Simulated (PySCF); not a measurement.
Au⁷⁰⁺ (gold, charge +70) across methods

[He] 2s2 2p5, 2P determinant. All numbers are calculated (PySCF 2.14, scalar relativity by spin-free X2C-1e, in an even-tempered Gaussian basis (18 s from 50 bohr⁻², ratio 2.2; 13 p from 65 bohr⁻², ratio 2.2; 5 d from 250 bohr⁻², ratio 2.4; 5 f from 380 bohr⁻², ratio 2.4; 4 g from 570 bohr⁻², ratio 2.4)).

```json
{"method": "PBE", "E (hartree)": "-12110.37", "mean ε 2s β (eV)": "-20600.5", "mean ε 2p α (eV)": "-18842.2", "mean ε 2p β (eV)": "-18811.5", "Σ⟨r²⟩ (bohr²)": "0.03550", "⟨S²⟩": "0.750"}
{"method": "r2SCAN", "E (hartree)": "-12110.74", "mean ε 2s β (eV)": "-20624.1", "mean ε 2p α (eV)": "-18865.2", "mean ε 2p β (eV)": "-18832.8", "Σ⟨r²⟩ (bohr²)": "0.03547", "⟨S²⟩": "0.750"}
{"method": "BHandHLYP", "E (hartree)": "-12110.53", "mean ε 2s β (eV)": "-20700.5", "mean ε 2p α (eV)": "-18937.5", "mean ε 2p β (eV)": "-18903.4", "Σ⟨r²⟩ (bohr²)": "0.03548", "⟨S²⟩": "0.750"}
{"method": "r2SCANh", "E (hartree)": "-12110.63", "mean ε 2s β (eV)": "-20641.6", "mean ε 2p α (eV)": "-18881.8", "mean ε 2p β (eV)": "-18848.8", "Σ⟨r²⟩ (bohr²)": "0.03547", "⟨S²⟩": "0.750"}
{"method": "PBE0", "E (hartree)": "-12110.17", "mean ε 2s β (eV)": "-20650.3", "mean ε 2p α (eV)": "-18889.4", "mean ε 2p β (eV)": "-18857.0", "Σ⟨r²⟩ (bohr²)": "0.03549", "⟨S²⟩": "0.750"}
{"method": "LDA", "E (hartree)": "-12099.02", "mean ε 2s β (eV)": "-20585.4", "mean ε 2p α (eV)": "-18835.2", "mean ε 2p β (eV)": "-18801.5", "Σ⟨r²⟩ (bohr²)": "0.03552", "⟨S²⟩": "0.750"}
```

Problem. Estimate the same row for UHF.

Solution. E (hartree) = -12109.21757; mean ε 2s β (eV) = -20797.6; mean ε 2p α (eV) = -19029.6; mean ε 2p β (eV) = -18991.8; Σ⟨r²⟩ (bohr²) = 0.03547; ⟨S²⟩ = 0.750.

Spin-orbit coupling, absent here, splits the open shell strongly.
